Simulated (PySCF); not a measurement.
SnCl3, SMILES [Cl][Sn-]([Cl])[Cl], charge -1.

Geometry optimised at B3LYP-D3(BJ)/def2-SVPD. The isomer is the one that the SMILES or the coordinates give; other isomers of the formula were not compared. The def2 effective core potentials stand for the cores of Sn; spin–orbit coupling is left out.

Two levels are set side by side: PBE/def2-TZVPD (PySCF) and HF/def2-TZVPD (PySCF). Same geometry, gas phase. Differences are taken from unrounded values.

```json
[
 {"quantity": "orbital gap (eV)", "HF": "9.44", "PBE": "4.21", "PBE minus HF": "-5.23"},
 {"quantity": "highest occupied level (eV)", "HF": "-5.13", "PBE": "-2.01", "PBE minus HF": "3.12"},
 {"quantity": "lowest empty level (eV)", "HF": "4.32", "PBE": "2.20", "PBE minus HF": "-2.12"},
 {"quantity": "mean polarisability (bohr³)", "HF": "100.3", "PBE": "113.8", "PBE minus HF": "13.5"}
]
```

PBE's occupied levels lie high since its potential decays too fast outside the molecule; exact exchange lowers them and widens the gap. PBE's more diffuse valence density responds more strongly to a field. Differences between two approximate levels are no errors against the true value.

Rough cost on one machine, each run with all the roots and properties that it gave: HF against PBE about 1/2.
